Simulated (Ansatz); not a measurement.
The cluster Li6Si⁻. Charge -1, multiplicity 2. Geometry B3LYP-D4/def2-TZVPD; atoms count from 1.

```xyz
7

Li    1.345    0.178    1.315
Li    0.237   -1.856   -0.175
Li    3.280   -2.269    0.682
Li   -2.667    0.277   -1.207
Li    0.223    0.969   -1.506
Li   -1.470    2.526    0.413
Si   -0.949    0.175    0.479
```

The structure comes from a short search, and lower isomers may exist.

(1) Estimate the Mulliken populations from the PBE0/def2-TZVPD orbitals of Ansatz.

(2) Where does the spin sit?

(3) And the Mayer bond orders between bonded heavy atoms (over 0.3)?

## Answers

(1) 
```csv
atom,charge (e),spin (α − β)
Li1,0.18,0.09
Li2,0.18,0.09
Li3,-0.27,0.09
Li4,0.34,0.26
Li5,0.39,0.13
Li6,0.34,0.26
Si7,-2.16,0.07
```
Mulliken values and Mayer orders depend strongly on the basis. With diffuse functions, as here, like atoms can get unlike values, and bond orders can come out too low or too high.

(2) Summed by element: Li 0.93, Si 0.07, of 1 unpaired in all. Largest on single atoms: Li4 0.26, Li6 0.26, Li5 0.13.

(3) Li1–Si7 0.56 (2.44 Å); Li2–Si7 0.56 (2.44 Å); Li4–Si7 0.56 (2.41 Å); Li5–Si7 0.43 (2.44 Å); Li6–Si7 0.57 (2.41 Å). Values over 0.3 also appear between atoms too far apart for a bond (Li1–Li3 0.39 at 3.18 Å; Li2–Li3 0.39 at 3.19 Å); they arise where an orbital or an unpaired electron spreads over both atoms.
